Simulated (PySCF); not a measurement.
CH₅Si, multiplicity 2. Atoms are numbered in the order given.

```xyz
7

C      1.2715     0.0034     0.0000
Si    -0.5737     0.0025     0.0000
H      1.8595    -0.0158    -0.9204
H      1.8595    -0.0158     0.9204
H     -1.1181    -1.3982     0.0000
H     -1.0990     0.6874    -1.2222
H     -1.0990     0.6874     1.2222
```
Charge 0, spin multiplicity 2.

Coordinates come from a PBE-D3(BJ)/def2-TZVP optimisation. The isomer is the one that the SMILES or the coordinates give; other isomers of the formula were not compared.

The numbers are results of PBE-D3(BJ)/def2-TZVP (PySCF 2.14.0), not measurements.

Frequencies are harmonic and unscaled.

Question: Estimate the vibrational spectrum. (An estimate is asked for; the answer gives what the named calculation found.)

Answer: 
| mode | ν (cm⁻¹) | IR (km/mol) | moving atoms (share of kinetic energy) |
|---|---|---|---|
| 1 | 42 | 0.0 | H 100 % |
| 2 | 500 | 6.8 | H 97 % |
| 3 | 505 | 3.8 | H 94 % |
| 4 | 637 | 78.7 | H 70 %, C 23 % |
| 5 | 740 | 8.4 | C 57 %, Si 27 %, H 17 % |
| 6 | 808 | 48.4 | H 74 %, C 18 %, Si 9 % |
| 7 | 894 | 131.1 | H 93 % |
| 8 | 903 | 70.3 | H 94 % |
| 9 | 912 | 28.0 | H 98 % |
| 10 | 1349 | 1.8 | H 88 %, C 12 % |
| 11 | 2116 | 78.6 | H 97 % |
| 12 | 2157 | 62.8 | H 98 % |
| 13 | 2164 | 103.8 | H 96 % |
| 14 | 3068 | 3.3 | H 95 % |
| 15 | 3161 | 1.2 | H 90 %, C 10 % |
